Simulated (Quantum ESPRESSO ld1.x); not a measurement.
Input file for ld1.x (Quantum ESPRESSO 7.5):

```
 &input
    atom='Ag',
    iswitch=1,
    rel=1,
    dft='REVPBE',
    config='[Ne] 3s2 3p5 3d6',
    verbosity='high',
    prefix='ld1',
    max_out_wfc=37,
    file_charge='ld1.rho',
 /
```

Command: `OMP_NUM_THREADS=1 ld1.x < ld1.in > ld1.out`

It prints:

```
     Program LD1 v.7.5 starts

     --------------------------- All-electron run ----------------------------

     scalar relativistic calculation

     atomic number is 47.00
     dft =REVPBE   lsd =0 sic =0 latt =0  beta=0.20 tr2=1.0E-14
     Exchange-correlation= REVPBE
                           (   1   4   4   4   0   0   0)
     mesh =2057 r(mesh) =  99.27089 a.u. xmin = -8.00 dx = 0.00800
     1 Ry =  13.60569312 eV, c = 137.03599908

     n l     nl                  e(Ry)          e(Ha)          e(eV)
     1 0     1S 1( 2.00)   -1931.675678820    -965.837839410 -26281.7864992
     2 0     2S 1( 2.00)    -342.111316630    -171.055658315  -4654.6615880
     2 1     2P 1( 6.00)    -314.241381354    -157.120690677  -4275.4718012
     3 0     3S 1( 2.00)    -110.095163622     -55.047581811  -1497.9210106
     3 1     3P 1( 5.00)    -100.943651208     -50.471825604  -1373.4083411
     3 2     3D 1( 6.00)     -87.500075329     -43.750037665  -1190.4991732

     final scf error:  4.9E-15 reached in  41 iterations

     Etot =   -9949.107910 Ry,   -4974.553955 Ha, -135364.509065 eV

     Ekin =   10361.210864 Ry,    5180.605432 Ha,  140971.455404 eV
     Encl =  -22411.422126 Ry,  -11205.711063 Ha, -304922.931900 eV
     Eh   =    2336.284683 Ry,    1168.142342 Ha,   31786.772448 eV
     Exc  =    -235.181331 Ry,    -117.590665 Ha,   -3199.805018 eV

     normalization and overlap integrals

     s(1S/1S) =  1.000000  <r> =   0.0311  <r2> =    0.0013  r(max) =   0.0201
     s(1S/2S) = -0.011594
     s(1S/3S) = -0.005084
     s(2S/2S) =  1.000000  <r> =   0.1343  <r2> =    0.0212  r(max) =   0.1142
     s(2S/3S) = -0.003109
     s(2P/2P) =  1.000000  <r> =   0.1170  <r2> =    0.0167  r(max) =   0.0913
     s(2P/3P) = -0.002559
     s(3S/3S) =  1.000000  <r> =   0.3489  <r2> =    0.1387  r(max) =   0.3230
     s(3P/3P) =  1.000000  <r> =   0.3431  <r2> =    0.1359  r(max) =   0.3128
     s(3D/3D) =  1.000000  <r> =   0.3116  <r2> =    0.1134  r(max) =   0.2561

     ------------------------ End of All-electron run ------------------------
```

Run on one thread of a shared host, so times are rough (Intel(R) Xeon(R) Processor @ 2.60GHz): 0.42 s of CPU time, 1.3 s wall, 41 iterations on 2057 mesh points.
